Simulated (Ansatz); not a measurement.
`C[CH](C)[GeH3]` + `OC(O)O` → `OC(O)[O][GeH3]` + `CCC`  (ligand exchange at a Ge–C bond)

Program: Ansatz. Geometries: PBE0-D4/def2-TZVP. ΔE: electronic, gas phase. CCSD(T)/CBS adds triple-zeta CCSD(T) − MP2 to the extrapolated MP2 energy (def2 sets, frozen cores). DFT in def2-TZVPP. B3LYP here is the variant with VWN-RPA as its local correlation; programs differ in this. For Ge outer-core shells are correlated without core-valence functions, which leaves a few kJ/mol of doubt a bond. Scalar relativity is left out up to krypton. Each species was taken in one conformer, which may not be the lowest.

`C[CH](C)[GeH3]`:

Cartesian coordinates in Å:
```
C -0.137 -0.175 -1.516
C -0.318 0.340 -0.094
C 0.832 1.244 0.328
Ge -0.533 -1.155 1.169
H -0.978 -0.794 -1.839
H -0.047 0.658 -2.222
H 0.772 -0.776 -1.606
H -1.253 0.909 -0.040
H 1.784 0.704 0.318
H 0.691 1.649 1.333
H 0.934 2.091 -0.360
H -0.753 -0.632 2.601
H 0.740 -2.026 1.156
H -1.733 -2.036 0.772
```

`OC(O)O`:

Cartesian coordinates in Å:
```
O 1.165 -0.717 0.269
C -0.120 -0.240 0.174
O -0.637 -0.551 -1.071
O -0.198 1.155 0.293
H 1.631 -0.431 -0.527
H -0.678 -0.728 0.985
H -1.298 0.114 -1.285
H 0.134 1.399 1.162
```

`OC(O)[O][GeH3]`:

Z-matrix (Å, degrees):
```
C
O 1 1.378
O 1 1.371 2 110.3
O 1 1.407 2 112.1 3 119.0
H 1 1.100 2 105.5 3 -121.1
H 2 0.965 1 106.8 3 -48.6
Ge 3 1.800 1 118.9 2 164.2
H 4 0.962 1 108.2 2 60.9
H 7 1.533 3 102.4 1 162.3
H 7 1.537 3 108.5 1 44.0
H 7 1.532 3 110.5 1 -78.9
```

`CCC`:

Z-matrix (Å, degrees):
```
C
C 1 1.519
H 1 1.094 2 111.1
H 1 1.094 2 111.1 3 119.5
H 1 1.093 2 111.7 3 -120.3
C 2 1.519 1 112.7 3 -59.7
H 2 1.095 1 109.5 3 178.2
H 2 1.095 1 109.5 3 62.4
H 6 1.094 2 111.0 1 59.7
H 6 1.093 2 111.7 1 -180.0
H 6 1.094 2 111.1 1 -59.7
```

| level | ΔE (kJ/mol) | difference from CCSD(T)/CBS |
| --- | --- | --- |
| PBE-D4 | -42.4 | 1.6 |
| r2SCAN-D4 | -50.5 | -6.5 |
| B3LYP-D4 | -52.5 | -8.5 |
| ωB97M-V | -49.5 | -5.5 |
| B2PLYP | -54.7 | -10.7 |
| PBE | -44.5 | -0.5 |
| PBE0 | -45.3 | -1.3 |
| B3LYP | -56.0 | -12.0 |
| HF/def2-TZVPP | -69.5 | -25.5 |
| SCS-MP2/def2-TZVPP | -53.0 | -9.0 |
| CCSD/def2-TZVPP | -49.9 | -5.9 |
| CCSD(T)/def2-TZVPP | -48.2 | -4.2 |
| HF/def2-QZVPP | -70.9 | -26.9 |
| SCS-MP2/def2-QZVPP | -51.4 | -7.4 |
| HF/CBS(def2) | -71.1 | -27.1 |
| MP2/CBS(def2) | -42.4 | 1.6 |
| CCSD(T)/CBS | -44.0 | 0 |

Largest T1 diagnostic among the species: 0.012.

In def2-TZVPP, CCSD(T) changes the Hartree–Fock value by +21.3 kJ/mol (the triples alone add +1.7 kJ/mol) and MP2 by +22.8 kJ/mol. The D4 term adds +3.5 kJ/mol with B3LYP and +1.9 kJ/mol with PBE0; it sums over pairs of atoms, weighted by their polarisabilities, and B3LYP, whose exchange is more repulsive, gets the larger term.
